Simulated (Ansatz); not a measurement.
`BC(O)OBCl`, relaxed with RKS PBE0-D4/def2-TZVP in Ansatz 0.2.0 from a PBE-D4/def2-SVP geometry. The force threshold is 0.005 eV/Å; the program also tests the step.

The species carries charge 0 and has multiplicity 1.

Start:

```xyz
11

B    -0.448    0.230   -1.709
C    -0.222   -0.207   -0.228
O    -0.972    1.116   -0.341
O     0.975    0.031    0.429
B     1.227   -0.481    1.662
Cl    2.778   -0.123    2.405
H     0.423    0.854   -2.273
H    -1.403   -0.233   -2.302
H    -0.856   -0.943    0.307
H    -1.922    0.936   -0.193
H     0.420   -1.180    2.242
```

Question: How much energy does the relaxation release, and in how many steps? (Best estimate.)

Answer: The calculation gave: 4.19 kJ/mol, in 7 steps.

Question: Which bonds change most? (Estimate.)

Answer: The calculation gave: C2–O3 from 1.525 to 1.499 Å; B5–H11 from 1.215 to 1.195 Å; B1–H8 from 1.216 to 1.196 Å; B1–H7 from 1.211 to 1.190 Å.

Question: Give the relaxed structure. (Best estimate.)

Answer: Computed: 
```xyz
11

B    -0.443    0.220   -1.703
C    -0.216   -0.205   -0.234
O    -0.960    1.093   -0.334
O     0.975    0.030    0.418
B     1.209   -0.472    1.645
Cl    2.745   -0.132    2.399
H     0.400    0.851   -2.257
H    -1.385   -0.239   -2.279
H    -0.832   -0.940    0.284
H    -1.895    0.940   -0.155
H     0.405   -1.145    2.217
```
